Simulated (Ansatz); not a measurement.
Gas-phase electronic energies from Ansatz, PBE0-D4/def2-TZVP geometries. CCSD(T)/CBS adds triple-zeta CCSD(T) − MP2 to the extrapolated MP2 energy (def2 sets, frozen cores). def2 core potentials past Kr. For Te outer-core shells are correlated without core-valence functions, which leaves a few kJ/mol of doubt a bond. One conformer a species, not always the lowest.

Reaction (isomerisation): `C=C(N)[TeH]` → `C=NC[TeH]`

| species | MP2/def2-TZVPP energy (Eh) |
| --- | --- |
| `C=C(N)[TeH]` | -401.12021 |
| `C=NC[TeH]` | -401.10885 |

**Question.** Work out ΔE.

**Answer.** ΔE = (-401.10885) − (-401.12021) = 0.01136 Eh = +29.8 kJ/mol. CCSD(T)/CBS gives +26.9 kJ/mol.

Largest T1 diagnostic among the species: 0.012.

From PBE to PBE0 (25 % exact exchange), in def2-TZVPP and without D4, ΔE moves by +4.4 kJ/mol.
